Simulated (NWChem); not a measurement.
Species: TiN2H4S; SMILES [S]=[Ti]([NH2])[NH2]

```xyz
8

Ti     0.0756    -0.2957     0.0000
S     -0.0245     1.7701     0.0000
N     -0.0552    -1.1538    -1.6613
H     -0.1084    -2.1589    -1.8210
H     -0.1406    -0.6724    -2.5544
N     -0.0552    -1.1538     1.6613
H     -0.1084    -2.1589     1.8210
H     -0.1406    -0.6724     2.5544
```
Atoms are numbered in this order, from 1.

Results from NWChem. The geometry was optimised at PBE0/def2-SVP. Ions are spin-unrestricted doublets at the neutral geometry; other ion states weren't tried.

For level PBE0/def2-SVP:

- −ε(HOMO) (eV) = 6.47

Problem. Estimate the same quantities for level PBE/def2-SVP.

Solution. The −ε(HOMO) (eV) comes out as 5.21.
